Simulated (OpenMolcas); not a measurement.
A run on Tc4+ among 4 point charges of -1 e arranged as a square (D4h), 2.02 Å from the ion.
```
   2.0200    0.0000    0.0000  -1.00
   0.0000    2.0200    0.0000  -1.00
  -2.0200    0.0000    0.0000  -1.00
   0.0000   -2.0200    0.0000  -1.00
```

| Item | Value |
| --- | --- |
| Program | OpenMolcas 26.06 |
| Method | CASSCF |
| Basis | ANO-RCC-VDZP [6s5p3d1f] |
| Scalar Hamiltonian | DKH2, point nucleus |
| Active space | 3 electrons in 5 orbitals (4d) |
| State averaging | 2S+1 = 4 even, 10 roots; 2S+1 = 2 even, 40 roots |
| Spin-orbit coupling | state interaction with AMFI integrals over the reference wave functions |

43 basis functions. Blocks (2S+1, parity, CSFs, roots kept): 4, even, 10, 10; 2, even, 40, 40.

Problem. How long do the RASSCF and RASSI steps take on 1 thread of Arm Neoverse V2, with other jobs on the host?

Solution. About 8.6 s of wall time, without the integral step.
